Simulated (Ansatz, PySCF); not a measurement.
Complex: HF (SMILES F) (first 2 atoms) with AsH3 (SMILES [AsH3]); geometry from B3LYP-D3(BJ)/def2-TZVP, rigid monomers moved along the line of their centres of mass till H2···As3 is 2.75 Å.
(charge 0, multiplicity 1):
```xyz
6

F      0.392    -0.770    -0.419
H      0.331    -0.435     0.454
As     0.156     0.550     3.020
H      1.333     1.209     3.716
H     -0.194    -0.331     4.205
H     -0.825     1.644     3.401
```

Counterpoise-corrected where a basis set is named; no monomer relaxation. Rows marked so take none.

Correlated levels freeze the cores. Filled d and f shells under p-block atoms count as core. Rows in 3-21G carry no dispersion term and start afresh at each structure; the Pople sets are all-electron and without relativity.

The values were computed with Ansatz (a first-principles code) with Gaussian orbitals; PySCF for 3-21G rows. 

**Question.** Predict the interaction energy from HF/3-21G (no counterpoise).

**Answer.** -3.7 kcal/mol
